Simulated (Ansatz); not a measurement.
Consider the substitution at a C–Mg bond: `C[CH2][Mg][CH2]C` + `[OH][In]([F])[F]` → `CC[O][In]([F])[F]` + `C[CH2][MgH]`.

Calculated with Ansatz (gas phase, PBE0-D4/def2-TZVP geometries, no zero-point term in ΔE). CCSD(T)/CBS is the MP2 limit (def2-TZVPP, def2-QZVPP) plus CCSD(T) − MP2 in def2-TZVPP, frozen cores. DFT in def2-TZVPP. def2 core potentials past Kr. For In, Mg outer-core shells are correlated without core-valence functions, which leaves a few kJ/mol of doubt a bond. Each species was taken in one conformer, which may not be the lowest.

(1) Is it downhill or uphill in electronic energy at CCSD(T)/CBS, and by how much? (An estimate is asked.)

(2) What do these levels give: B2PLYP, CCSD(T)/def2-SVP, CCSD/def2-TZVPP, MP2/def2-QZVPP, MP2/CBS(def2), CCSD/CBS(def2)? (Best estimate.)

Largest T1 diagnostic among the species: 0.018.

Answers

(1) Computed: Uphill: ΔE = +53.3 kJ/mol.

(2) Ansatz gave: B2PLYP 48.9, CCSD(T)/def2-SVP 26.1, CCSD/def2-TZVPP 46.7, MP2/def2-QZVPP 59.5, MP2/CBS(def2) 62.2, CCSD/CBS(def2) 53.1 kJ/mol.

The D4 term adds −7.2 kJ/mol with B3LYP and −3.8 kJ/mol with PBE0; it sums over pairs of atoms, weighted by their polarisabilities, and B3LYP, whose exchange is more repulsive, gets the larger term. From BLYP to BHLYP (50 % exact exchange), in def2-TZVPP and without D4, ΔE moves by −6.4 kJ/mol. Leaving LDA and LC-ωPBE aside and taking each functional with its dispersion term where it has one, the values, not all of them listed here, spread over 25.9 kJ/mol, from B97M-V to PBE-QIDH. LDA lies −13.7 kJ/mol from PBE without D4.

B3LYP here is the variant with VWN-RPA as its local correlation; programs differ in this.
